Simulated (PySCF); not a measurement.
**CaTe: one state, many levels of theory**

State: ¹Σ⁺ (singlet), closed shell. Set-up: basis Ca def2-SVP, Te def2-SVP with ECP28; scalar-relativistic core potentials; PySCF 2.14. De refers to Ca + Te in their high-spin ground configurations, without counterpoise correction. A positive dipole means Ca(−)Te(+).

```json
{"Level": "RHF", "Re (Å)": "2.710", "ωe (cm⁻¹)": "299", "De (eV)": "0.86", "μ (D)": "-12.75", "CPU s a point (SCF and correlation, without the integrals)": "0.075"}
{"Level": "RHF-MP2", "Re (Å)": "2.731", "ωe (cm⁻¹)": "275", "De (eV)": "1.82", "μ (D)": "n/a", "CPU s a point (SCF and correlation, without the integrals)": "0.11"}
{"Level": "RHF-SCS-MP2", "Re (Å)": "2.739", "ωe (cm⁻¹)": "271", "De (eV)": "1.65", "μ (D)": "n/a", "CPU s a point (SCF and correlation, without the integrals)": "n/a"}
{"Level": "RHF-CCSD", "Re (Å)": "2.738", "ωe (cm⁻¹)": "272", "De (eV)": "1.53", "μ (D)": "n/a", "CPU s a point (SCF and correlation, without the integrals)": "n/a"}
{"Level": "RHF-CCSD(T)", "Re (Å)": "2.751", "ωe (cm⁻¹)": "265", "De (eV)": "1.69", "μ (D)": "n/a", "CPU s a point (SCF and correlation, without the integrals)": "1.4"}
{"Level": "LDA", "Re (Å)": "2.620", "ωe (cm⁻¹)": "314", "De (eV)": "3.54", "μ (D)": "-8.91", "CPU s a point (SCF and correlation, without the integrals)": "0.44"}
{"Level": "PBE", "Re (Å)": "2.659", "ωe (cm⁻¹)": "300", "De (eV)": "2.97", "μ (D)": "-9.10", "CPU s a point (SCF and correlation, without the integrals)": "0.47"}
{"Level": "BP86", "Re (Å)": "2.659", "ωe (cm⁻¹)": "300", "De (eV)": "2.96", "μ (D)": "-9.10", "CPU s a point (SCF and correlation, without the integrals)": "0.53"}
{"Level": "r²SCAN", "Re (Å)": "2.652", "ωe (cm⁻¹)": "312", "De (eV)": "3.04", "μ (D)": "-10.20", "CPU s a point (SCF and correlation, without the integrals)": "1.2"}
{"Level": "PBE0", "Re (Å)": "2.649", "ωe (cm⁻¹)": "310", "De (eV)": "2.68", "μ (D)": "-10.27", "CPU s a point (SCF and correlation, without the integrals)": "0.97"}
{"Level": "BHandHLYP", "Re (Å)": "2.663", "ωe (cm⁻¹)": "307", "De (eV)": "2.16", "μ (D)": "-10.73", "CPU s a point (SCF and correlation, without the integrals)": "0.41"}
```

Task: Which functional lies closest to RHF-CCSD(T) in De, which farthest, and by how much do they differ from it?

Result: Closest is BHandHLYP (-8.8 pm in Re, +15.8 % in ωe, +0.47 eV in De against RHF-CCSD(T) in the same basis), farthest LDA (-13.1 pm in Re, +18.5 % in ωe, +1.85 eV in De). CCSD(T) converges more slowly with the basis than the functionals do and binds too weakly in this one, so the order can change at the basis-set limit.

Task: What does a quarter of exact exchange do here, going from PBE to PBE0?

Result: PBE0 less PBE: -1.0 pm in Re, +3.3 % in ωe, -0.29 eV in De. Exact exchange removes part of the self-interaction that spreads semilocal densities, and in most molecules shortens and stiffens the bond and lowers De; so it does here.

Task: What does the step from GGA to meta-GGA do here, going from PBE to r²SCAN?

Result: r²SCAN less PBE: -0.7 pm in Re, +4.0 % in ωe, +0.07 eV in De. 

Correlated steps freeze 9 core orbitals. Correlated levels converge slowly with the basis: in double zeta they bind strong bonds too weakly, by up to about 1 eV, and carry superposition errors of some tenths. These are scalar-relativistic numbers at best; spin–orbit coupling would shift them, the dissociation energy most. Where the molecule has an RHF reference, its open-shell atoms are computed with UHF. The CCSD T1 diagnostic is raised, a sign that a single reference may not be enough here.

The whole job (state search and all levels along the bond) took about 1.6 min on 1 thread of AMD EPYC 7R13 (shared host), peak memory 0.57 GiB.
